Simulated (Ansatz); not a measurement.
`C=C[SiH2][SiH2]Cl` + CH₃NH₂ → `CN[SiH2]Cl` + `C=C[SiH3]` at 298.15 K and 1 bar (cleavage of the Si–Si bond).

Computed with Ansatz on PBE0-D4/def2-TZVP structures; ΔE is electronic, products minus reactants. CBS: MP2 limit from def2 TZ/QZ plus the TZ coupled-cluster correction, frozen cores. One conformer a species, not always the lowest.

```
            species  CCSD(T)/CBS energy (Eh)  H − E (kJ/mol)  S (J/(mol·K))
`C=C[SiH2][SiH2]Cl`              -1118.27482           230.0          383.5
             CH₃NH₂                -95.75281           180.0          240.4
       `CN[SiH2]Cl`               -845.29269           212.4          330.2
        `C=C[SiH3]`               -368.76077           190.7          286.4
```

H − E and S are ideal-gas, rigid-rotor, harmonic terms from PBE0-D4/def2-TZVP, for one conformer and one mirror image of each species. 1 Eh = 2625.50 kJ/mol, R = 8.31446 J/(mol·K).

**Question.** By hand: ΔE, ΔH, ΔS and ΔG.

**Answer.** ΔE = (-845.29269) + (-368.76077) − (-1118.27482) − (-95.75281) = -0.02583 Eh = -67.8 kJ/mol. Δ(H − E) = 212.4 + 190.7 − 230.0 − 180.0 = -6.9, so ΔH = -74.7 kJ/mol. ΔS = 330.2 + 286.4 − 383.5 − 240.4 = -7.3 J/(mol·K). ΔG = -74.7 − 298.15 × (-7.3)/1000 = -72.5 kJ/mol.

**Question.** By hand: the equilibrium constant, and the temperature at which ΔG would vanish if ΔH and ΔS stayed fixed.

**Answer.** log₁₀ K = −ΔG/(RT ln 10) = 12.7. ΔG = 0 at ΔH/ΔS = 10233 K, far beyond where these terms or the molecules hold.

The number of gas molecules stays the same, so ΔS is small and ΔH decides. A doubt of 5 kJ/mol in ΔE shifts log₁₀ K by 0.9 here. Other conformers and mirror images would add mixing entropy, several J/(mol·K) or more a flexible species. Modes under 60 cm⁻¹, often nearly free rotors, make the harmonic entropy too high. These are equilibria of isolated gas molecules and say nothing of rates. Largest T1 diagnostic: 0.011 (customary marks: 0.02 for closed shells, 0.045 for open ones).
